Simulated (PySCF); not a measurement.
A GIAO shielding run with PySCF 2.14.0 with density-fitted response routines (density fitting, non-relativistic, gas phase) on SMILES FC(F)(F)[Si@@H]1CC[C@H](Cl)C1, C5H8ClF3Si:

```
$ OMP_NUM_THREADS=1 python probes_run.py task.json out

{"job": {"kind": "nmr", "xc": "PBE0", "basis": "pcSseg-1"}, "charge": 0, "multiplicity": 1}
F      2.485828    -0.721524     1.255130
C      2.428733    -0.284311    -0.014698
F      3.498331     0.524714    -0.175800
F      2.656309    -1.355454    -0.797895
Si     0.776885     0.661124    -0.460605
C     -0.306019     0.973643     1.069907
C     -1.681086     0.430521     0.660381
C     -1.478657    -0.803422    -0.208821
Cl    -0.755740    -2.101888     0.800517
C     -0.494675    -0.463767    -1.323449
H      1.219919     1.814197    -1.244515
H     -0.381000     2.018859     1.359233
H      0.062095     0.426321     1.938341
H     -2.290668     0.195916     1.533072
H     -2.210114     1.176921     0.064367
H     -2.422220    -1.202698    -0.585637
H     -0.094804    -1.367876    -1.777637
H     -1.021877     0.085042    -2.103547
```

Hardware: 1 thread of an Arm Neoverse N1, shared host. The job also computes population analyses, field gradients, ring-centre shieldings.

Question: How large is the calculation?

Answer: 96 electrons, 224 basis functions and 1208 auxiliary functions.

Question: How long does it take, and how much memory does it need?

Answer: 89 s of wall time, with 13 SCF cycles and 4 response iterations; peak memory 1.1 GiB. Times on a shared host scatter by some tens of per cent.
